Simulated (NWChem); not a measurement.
The numbers come from NWChem runs, not from measurements. System: HBN, charge 0, spin multiplicity 2, at a geometry optimised with UB3LYP/def2-SVP. The structure started from a generated list of species. Its SCF solution wasn't tested for a lower state. Level: ROCCSDT/STO-3G, 2 core orbitals frozen.

Job file:

```
start mol
memory heap 100 mb stack 700 mb global 1900 mb
geometry units angstroms nocenter noautoz
  B      0.000000     0.000000    -0.613379
  N      0.000000     0.000000     0.694817
  H      0.000000     0.000000    -1.796827
  symmetry group C2v
end
basis spherical
  * library sto-3g
end
scf
  rohf
  nopen 1
  maxiter 100
  thresh 1e-7
  semidirect memsize 60000000 filesize 0
  # guess.movecs holds the orbitals of an unrestricted PBE0 run
  vectors input guess.movecs swap 5 7 output mol.movecs
end
tce
  freeze core 2
  ccsdt
  2eorb
  2emet 13
  thresh 1e-6
  maxiter 100
  tilesize 24
end
task tce energy
```

Output (cleaned and shortened):

```
             Northwest Computational Chemistry Package (NWChem) 7.3.0
             --------------------------------------------------------

                                NWChem Input Module
                                -------------------

 Scaling coordinates for geometry "geometry" by  1.889725989
 (inverse scale =  0.529177249)

 Turning off AUTOSYM since
 SYMMETRY directive was detected!

                             Geometry "geometry" -> ""
                             -------------------------

 Output coordinates in angstroms (scale by  1.889725989 to convert to a.u.)

  No.       Tag          Charge          X              Y              Z
 ---- ---------------- ---------- -------------- -------------- --------------
    1 B                    5.0000     0.00000000     0.00000000    -0.61337900
    2 N                    7.0000     0.00000000     0.00000000     0.69481700
    3 H                    1.0000     0.00000000     0.00000000    -1.79682700

 Effective nuclear repulsion energy (a.u.)      17.8802290576

            Nuclear Dipole moment (a.u.)
            ----------------------------
        X                 Y               Z
 ---------------- ---------------- ----------------
     0.0000000000     0.0000000000    -0.0000056692

      Symmetry information
      --------------------

 Group name             C2v
 Group number             16
 Group order               4
 No. of unique centers     3

      Symmetry unique atoms

     1    2    3


 Summary of "ao basis" -> "" (spherical)
 ------------------------------------------------------------------------------
       Tag                 Description            Shells   Functions and Types
 ---------------- ------------------------------  ------  ---------------------
 *                           sto-3g                   on all atoms

 Summary of "ao basis" -> "ao basis" (spherical)
 ------------------------------------------------------------------------------
       Tag                 Description            Shells   Functions and Types
 ---------------- ------------------------------  ------  ---------------------
[...]
          No. of electrons :    13
           Alpha electrons :     7
            Beta electrons :     6
           No. of orbitals :    22
            Alpha orbitals :    11
             Beta orbitals :    11
        Alpha frozen cores :     2
         Beta frozen cores :     2
     Alpha frozen virtuals :     0
      Beta frozen virtuals :     0
         Spin multiplicity : doublet
    Number of AO functions :    11
       Number of AO shells :     7
        Use of symmetry is : on
      Symmetry adaption is : on
         Schwarz screening : 0.10D-09

          Correlation Information
          -----------------------
          Calculation type : Coupled-cluster singles, doubles, & triples
   Perturbative correction : none
            Max iterations :      100
        Residual threshold : 0.10D-05
     T(0) DIIS level shift : 0.00D+00
     L(0) DIIS level shift : 0.00D+00
     T(1) DIIS level shift : 0.00D+00
     L(1) DIIS level shift : 0.00D+00
     T(R) DIIS level shift : 0.00D+00
     T(I) DIIS level shift : 0.00D+00
   CC-T/L Amplitude update :  5-th order DIIS
                I/O scheme : Global Array Library
        L-threshold :  0.10D-05
        EOM-threshold :  0.10D-05
 no EOMCCSD initial starts read in
 TCE RESTART OPTIONS
 SLICE:      F
 D4D5:       F
 quantumc:   F
 qrotation:  F
 pwtce:      F
 qducc:      F
 nacto:                         0
 nrotv:                         0
 nrot:                          0

            Memory Information
            ------------------
          Available GA space size is     249036558 doubles
          Available MA space size is     104856644 doubles

 Maximum block size supplied by input
 Maximum block size        24 doubles

 tile_dim =      3

 -------------------------------------------------

 Global array virtual files algorithm will be used

 Parallel file system coherency ......... OK

 4-electron integrals stored in orbital form

 v2    file size   =              518
 4-index algorithm nr.  13 is used
 imaxsize =       30
 imaxsize ichop =        0
 IN MAPPING 1 for UCC(4),CCSDT,CCSDTQ


 CCSDT iterations
 --------------------------------------------------------
 Iter          Residuum       Correlation     Cpu    Wall
 --------------------------------------------------------
    1   0.2970666964117  -0.0990177960903     0.3     0.3
    2   0.0633519446608  -0.1040570471088     0.3     0.3
    3   0.0588891280963  -0.1167715639098     0.3     0.3
    4   0.0239218169893  -0.1157244422332     0.3     0.3
    5   0.0172004634400  -0.1185344297342     0.3     0.3
    6   0.0046062536627  -0.1187855505961     0.3     0.3
    7   0.0020895758359  -0.1189167798680     0.3     0.3
    8   0.0012405191094  -0.1189226360652     0.3     0.3
    9   0.0007323184031  -0.1189359599376     0.3     0.3
   10   0.0004646483815  -0.1189415838988     0.3     0.3
   11   0.0001194092087  -0.1189534508996     0.3     0.3
   12   0.0000461087828  -0.1189547543606     0.3     0.3
   13   0.0000270011559  -0.1189576856747     0.3     0.3
   14   0.0000149951524  -0.1189570130930     0.3     0.3
   15   0.0000091935043  -0.1189576866359     0.3     0.3
   16   0.0000044594158  -0.1189574882826     0.3     0.3
   17   0.0000021682020  -0.1189576162644     0.3     0.3
   18   0.0000013439538  -0.1189575952273     0.3     0.3
   19   0.0000008428371  -0.1189575998270     0.3     0.3
 --------------------------------------------------------
 Iterations converged
 CCSDT correlation energy / hartree =        -0.118957599827003
 CCSDT total energy / hartree       =       -78.709040192628564

 Singles contributions

 Doubles contributions
     8b1  (alpha)     8b1  (beta ) ---     6b1  (alpha)     6b1  (beta )       -0.1675641998
     9b2  (alpha)     8b1  (beta ) ---     7b2  (alpha)     6b1  (beta )       -0.1095250415

 Task  times  cpu:        5.1s     wall:        5.1s

 Total times  cpu:        5.1s     wall:        5.1s
```
